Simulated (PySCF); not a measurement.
Species: C9H7ClFS (charge -1).
SMILES with atom numbers: `[CH2:1]=[C:2]([F:3])[CH2:4][c:5]1[cH:6][cH:7][c:8]([S-:9])[cH:10][c:11]1[Cl:12]`

Probes without a nucleus sit at each ring's centroid and 1 Å off its mean plane on both sides; NICS is minus the shielding there, NICSzz its component along the normal. Level: GIAO PBE/pcSseg-2 (PySCF, non-relativistic, gas phase) on the PBE0-D3(BJ)/def2-SVP geometry, one conformer.

Ring bond lengths (Å): C5–C6 1.406, C6–C7 1.384, C7–C8 1.427, C8–C10 1.426, C10–C11 1.385, C11–C5 1.404.

Q: What do the NICS probes read (ppm)?

A: 
| ring | type | NICS(0) | NICS(1), two faces | NICS(1)zz, two faces | rms pucker (Å) | centre to ring atoms, mean (Å) |
| --- | --- | --- | --- | --- | --- | --- |
| C5–C6–C7–C8–C10–C11 | 6-membered carbocycle; formal bonds all aromatic | -3.6 | -5.0 / -4.9 | -13.6 / -13.3 | 0.00 | 1.40 |

Q: What do they say, and how far can they be read as aromaticity?

A: 
- C5–C6–C7–C8–C10–C11: mean NICS(1)zz -13.5 ppm, shielded.

Q: How equal are the bonds by HOMA? Use HOMA with the parameters of Krygowski (1993).

A: 
- C5–C6–C7–C8–C10–C11: HOMA 0.85 = 1 − EN − GEO, with mean bond length 1.405 Å, EN = α(Ropt − mean)² = 0.077 and GEO = α × variance = 0.076.

Q: List the ring angles.

A: 
- C5–C6–C7–C8–C10–C11: C5 115.1°, C6 122.7°, C7 122.4°, C8 114.6°, C10 121.7°, C11 123.5°; sum 720.0° against 720° for a flat convex ring.

Q: What are the shieldings of the ring atoms and their hydrogens in the same run (means over atoms taken as equivalent)?

A: 
```
   atoms                  environment  σ isotropic (ppm)  principal values of the symmetric part, first atom (ppm)
      C5  substituted aromatic carbon               63.4                                        -21.3, 59.2, 152.4
      C6           aromatic CH carbon               47.3                                        -54.8, 59.4, 137.3
      C7           aromatic CH carbon               37.6                                        -57.4, 48.3, 121.8
      C8  substituted aromatic carbon               -8.7                                       -97.2, -63.6, 134.5
     C10           aromatic CH carbon               37.1                                        -46.4, 54.1, 103.5
     C11         aromatic C–Cl carbon               36.5                                         -53.1, 70.4, 92.3
 H on C6            aromatic hydrogen              25.09                                          22.1, 23.6, 29.6
 H on C7            aromatic hydrogen              23.99                                          21.6, 21.8, 28.5
H on C10            aromatic hydrogen              23.67                                          20.0, 20.4, 30.7
```

Q: How do the values depend on the level or the medium?

A: 
```csv
level,"NICS(0), C5–C6–C7–C8–C10–C11","mean NICS(1)zz, C5–C6–C7–C8–C10–C11"
"PBE/pcSseg-2, gas",-3.6,-13.5
"PBE0/pcSseg-1, gas",-5.2,-16.1
```

The geometry is the same throughout.

Shape of the structure used: `[CH2:1]=[C:2]([F:3])[CH2:4][c:5]1[cH:6][cH:7][c:8]([S-:9])[cH:10][c:11]1[Cl:12]`: C1–C2–C4–C5 -3°, C2–C4–C5–C6 94°.
